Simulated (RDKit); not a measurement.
RDKit input (MMFF94):

```python
from rdkit import Chem
from rdkit.Chem import AllChem, rdDetermineBonds

mol = Chem.MolFromXYZFile('mol.xyz')
rdDetermineBonds.DetermineBonds(mol, charge=0)
print('SMILES', Chem.MolToSmiles(Chem.RemoveHs(mol)))
ff = AllChem.MMFFGetMoleculeForceField(mol, AllChem.MMFFGetMoleculeProperties(mol))
e0 = ff.CalcEnergy()
flag = ff.Minimize(maxIts=5000, forceTol=1e-5)
print(f'energy {e0:.4f} -> {ff.CalcEnergy():.4f} kcal/mol, converged: {flag == 0}')
print(Chem.MolToXYZBlock(mol))
```
mol.xyz:
```
3

Si     0.01529876     0.01273124     0.57681924
F      1.02401244    -0.69021782    -0.46109671
F     -1.04781051     0.67041367    -0.43617766
```

From its output:

```
Traceback (most recent call last):
  File "input.py", line 5, in <module>
ValueError: Final molecular charge (0) does not match input (-2); could not find valid bond ordering
```

The program stopped with an error.
